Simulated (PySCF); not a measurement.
# A scan of CoF with bad points

PBE0; basis Co def2-TZVP, F def2-TZVP; no relativity; PySCF 2.14; quintet, unpaired electrons σ ↑↑, π ↑, δ ↑ requested.

```
R (Å)  E (eV)  ⟨S²⟩  ⟨Lz²⟩  μ (D)
1.577   0.693  6.00   4.74  -1.56
1.647   0.262  6.00   4.71  -2.00
1.699   0.088  6.00   4.68  -2.32
1.752   0.009  6.00   4.65  -2.64
1.805   0.000  6.00   4.62  -2.95
1.875   0.068  6.00   4.59  -3.35
1.962  32.545  7.00   5.00  -2.43
```

The run flagged 1.962 Å: there the SCF missed its convergence threshold, so the fit leaves that out.
